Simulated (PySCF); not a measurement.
Spinor energies of Au⁶⁹⁺ (gold, charge +69)

Start: [Ne]. Calculated with PySCF 2.14 in an uncontracted even-tempered set (16 s from 56 bohr⁻², ratio 2.4; 13 p from 72 bohr⁻², ratio 2.4; 5 d from 250 bohr⁻², ratio 2.6; 4 f from 380 bohr⁻², ratio 2.6): generalised Hartree-Fock with the X2C-1e Hamiltonian and a Gaussian nucleus; one run each with spin-orbit coupling (SO) switched off, then screened by Boettger's factors.

```
spinor shell  electrons  ε, spin-free (eV)  ε, screened SO (eV)  weight of nominal j (screened SO)  rms radius, screened SO (bohr)
       1s1/2          2           -87623.4             -87600.3                              1.000                          0.0190
       2s1/2          2           -20502.6             -20496.9                              1.000                          0.0755
       2p1/2          2           -18599.0             -19968.9                              1.000                          0.0638
```

Where does 2p3/2 lie, and what is the 2p spin-orbit splitting (screened SO)?

At -18065.9 eV, 1902.9 eV above 2p1/2.

| quantity | spin-free | screened SO |
| --- | --- | --- |
| E (hartree) | -12784.93906 | -12808.20687 |
| M_J | 0 | 0 |
| ⟨J²⟩ | 0.000 | 0.000 |
| ⟨L²⟩ | 0.000 | 0.046 |
| ⟨S²⟩ | 0.000 | 0.046 |

Breit and QED terms are absent; they matter most for the inner s and p1/2 levels.

Densities and radii are taken from the X2C orbitals without a picture-change correction, which distorts them close to the nucleus.

Without spin-orbit coupling the j labels of p, d and f shells carry no meaning; the spin-free column gives the mean over the occupied spinors of each nl shell.
